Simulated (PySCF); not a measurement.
Compound: C4H6BF.
InChI=1S/C4H6BF/c6-5-3-4-1-2-4/h1,5H,2-3H2

Torsions of this conformer, `[F:1][BH:2][CH2:3][C:4]1=[CH:5][CH2:6]1`: F1–B2–C3–C4 -112°, B2–C3–C4–C5 100°.

The closed-shell ground state was solved at several levels (PySCF, density fitting, gas phase, non-relativistic). Isolated species at its GFN2-xTB geometry (one conformer only). GFN2-xTB frequencies show an imaginary mode (24i cm⁻¹), so this geometry is no minimum at that level.

```json
{"level": "B3LYP/def2-SVPD", "basis functions": "171", "total energy (Eh)": "-280.4988", "HOMO (eV)": "-6.72", "LUMO (eV)": "-1.23", "gap (eV)": "5.49", "dipole (D)": "0.88"}
{"level": "PBE0/pcSseg-1", "basis functions": "132", "total energy (Eh)": "-280.3352", "HOMO (eV)": "-6.90", "LUMO (eV)": "-0.90", "gap (eV)": "6.00", "dipole (D)": "0.80"}
```

(1) What might B3LYP/pcJ-1 (222 basis functions) give for the same quantities?

(2) Over all these levels, which gives the widest orbital gap and which the narrowest?

(3) How far do the dipole and the HOMO energy spread over the levels?

## Answers

(1) Total energy -280.7052 Eh, HOMO -6.68 eV, LUMO -1.12 eV, gap 5.56 eV, dipole 0.80 D.

(2) PBE0/pcSseg-1 (global hybrid, 25 % exact exchange) has the widest, 6.00 eV, and B3LYP/def2-SVPD (global hybrid, 20 % exact exchange) the narrowest, 5.49 eV. Functional and basis both differ between the two, so the spread mixes both effects.

(3) The dipole runs from 0.80 to 0.88 D (mean 0.83 D) and the HOMO from -6.90 to -6.68 eV.
